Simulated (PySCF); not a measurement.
PySCF input for SZn, SMILES [S]=[Zn], B3LYP-D3(BJ)/def2-TZVP. The structure is a stationary point at B3LYP-D3(BJ)/def2-TZVP.

```python
import numpy as np
from pyscf import gto, scf, dft
from pyscf.hessian import thermo

mol = gto.M(
    atom='''
    Zn    0.00000000    0.00000000   -0.72285361
    S     0.00000000    0.00000000    1.35535051
    ''',
    basis='def2-TZVP',
    charge=0,
    spin=0,
    max_memory=1600,
    verbose=3,
)
mf = dft.RKS(mol, xc='b3lyp').density_fit(auxbasis='def2-universal-jkfit')
mf.disp = 'd3bj'
mf.grids.level = 3
mf.conv_tol = 1e-11
mf.max_cycle = 100
mf.kernel()

# [left out here: the lines that compute and print the analytic Hessian (its translational invariance restored by hand, since the grid's response is missing), thermochemistry and intensities]
```

Program output:

```
converged SCF energy = -2177.63305605738

WARN: DFTD3 does not support analytical Hessian, using finite difference


WARN: Mole.unit (angstrom) is changed to Bohr

Mode                                 0
Irrep
Freq [cm^-1]                      435.1443
Reduced mass [au]                  38.5189
Force const [Dyne/A]                4.2973
Char temp [K]                     626.0757
Normal mode                   x     y     z
       0  Zn                 0.00  0.00 -0.07
       1   S                 0.00  0.00  0.14
temperature 298.1500 [K]
pressure 101325.00 [Pa]
Rotational constants [GHz] inf 5.43963 5.43963
Symmetry number 1
Zero-point energy (ZPE) 0.00099 [Eh]   2602.741 [J/mol]
                           tot       elec      trans        rot        vib
Entropy [J/mol/K]       236.233      0.000    165.857     66.853      3.523
Cv [J/mol/K]             26.617      0.000     12.472      8.314      5.831
Cp [J/mol/K]             34.932      0.000     20.786      8.314      5.831
Internal energy [J/mol]                      3718.434   2478.956   3329.246
Internal energy [Eh]   -2177.62943  -2177.63306
Enthalpy [J/mol]                             6197.391   2478.956   3329.246
Enthalpy [Eh]          -2177.62848
Gibbs free energy [J/mol]                  -43252.767 -17453.331   2278.872
Gibbs free energy [Eh] -2177.65531
mode   freq/cm-1   IR/(km/mol)
   1      435.14         3.687
max |gradient| / (hartree/bohr): 1.3861426515964889e-05
APT charges: [ 0.4371 -0.4371]
```

The run converged.
